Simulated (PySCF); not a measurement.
Work out the structure from these simulated measurements.

Formula: C4H4N2O.

* Rotational structure: rotational constants A, B, C: 6.213, 2.716, 1.890 GHz [GFN2-xTB]
* Triplet: lowest triplet excitation (Tamm–Dancoff): 2.86 eV [TDA PBE0/def2-SVPD]
* UV, first state: lowest singlet excitation: 3.63 eV (341 nm, f = 0.003) [TDDFT PBE0/def2-SVPD]
* 1H NMR: chemical shifts (computed TMS as zero) by class: 9.36 (1 H), 9.08 (1 H), 7.01 (1 H), 4.45 (1 H) ppm [GIAO PBE0/pcSseg-1]
* Polarisability: 61.8 au [PBE0/def2-SVPD]
* 13C NMR: chemical shifts (computed TMS as zero) by class: 160.8 (1 C), 154.8 (1 C), 144.6 (1 C), 115.0 (1 C) ppm [GIAO PBE0/pcSseg-1]
* UV, strongest line: among the 8 lowest singlet transitions: S6 at 6.28 eV (197 nm, f = 0.051) [TDDFT PBE0/def2-SVPD]
* Dipole: 3.80 D [PBE0/def2-SVPD]
* Couplings: largest of the computed one-bond spin–spin couplings (means over like bonds): 13C–1H +190.9, 13C–1H +184.5, 13C–1H +172.3, 17O–1H -79.8, 13C–13C +68.5, 13C–13C +59.1, 13C–13C +57.0, 15N–15N -24.9 Hz [B3LYP/pcJ-1, spin–dipole term left out for some pairs]

The electronic properties come from PySCF, for the isolated species, density fitting. Levels stand in brackets. Isolated species at its GFN2-xTB geometry (one conformer only). Each NMR value is the plain mean over a class of atoms that symmetry, rotation or inversion makes alike.

Question: Propose a structure and show how it fits.

Answer: Numbering: `[OH:1][c:2]1[cH:3][cH:4][n:5][n:6][cH:7]1`. Its formula, C4H4N2O, gives 4 degrees of unsaturation: 1 ring and 3 π bonds in the structure found (Kekulé form). 4 carbons fall into 4 classes; from least to most shielded: aromatic carbon bearing oxygen [C2] (160.8 ppm), aromatic CH next to a ring nitrogen [C4] (154.8 ppm), aromatic CH next to a ring nitrogen [C7] (144.6 ppm), aromatic CH carbon [C3] (115.0 ppm). Hydrogen classes from least to most shielded: 1 H on an aromatic CH next to a ring nitrogen, C4 (9.36 ppm), 1 H on an aromatic CH next to a ring nitrogen, C7 (9.08 ppm), 1 H on an aromatic CH carbon, C3 (7.01 ppm), 1 H on a phenol-type oxygen, O1 (4.45 ppm). The couplings run between: +190.9 Hz, aromatic CH next to a ring nitrogen [C4] and its hydrogen; +184.5 Hz, aromatic CH next to a ring nitrogen [C7] and its hydrogen; +172.3 Hz, aromatic CH carbon [C3] and its hydrogen; -79.8 Hz, phenol-type oxygen [O1] and its hydrogen; +68.5 Hz, aromatic carbon bearing oxygen [C2] and aromatic CH carbon [C3]; +59.1 Hz, aromatic carbon bearing oxygen [C2] and aromatic CH next to a ring nitrogen [C7]; +57.0 Hz, aromatic CH carbon [C3] and aromatic CH next to a ring nitrogen [C4]; -24.9 Hz, pyridine-type nitrogen [N5] and pyridine-type nitrogen [N6]. S1 is mainly HOMO→LUMO (weight 0.99); the largest Löwdin shares of the orbital it empties are 0.41 on a pyridine-type nitrogen, 0.38 on a pyridine-type nitrogen and 0.08 on each of 2 atoms of one kind (aromatic CH next to a ring nitrogen), of the orbital it fills 0.26 on a pyridine-type nitrogen, 0.22 on the aromatic CH carbon, 0.13 on an aromatic CH next to a ring nitrogen and 0.12 on the aromatic carbon bearing oxygen. The optimised geometry has point group Cs and is an asymmetric top. Structure: `Oc1ccnnc1`. Computed isomers that give other values at the same levels: `O=Cc1cc[nH]n1` (13C chemical shifts (computed TMS as zero) by class: 191.4 (1 C), 156.9 (1 C), 132.4 (1 C), 112.9 (1 C) ppm); `[H]/N=C/c1cocn1` (13C chemical shifts (computed TMS as zero) by class: 168.3 (1 C), 154.6 (1 C), 148.9 (1 C), 145.8 (1 C) ppm); `C=Cc1ncno1` (13C chemical shifts (computed TMS as zero) by class: 183.9 (1 C), 163.0 (1 C), 137.2 (1 C), 127.6 (1 C) ppm). The assignments are read from this structure; whether some other isomer fits the data as well wasn't checked.

The values belong to the conformer `[OH:1][c:2]1[cH:3][cH:4][n:5][n:6][cH:7]1`: H–O1–C2–C3 180°.
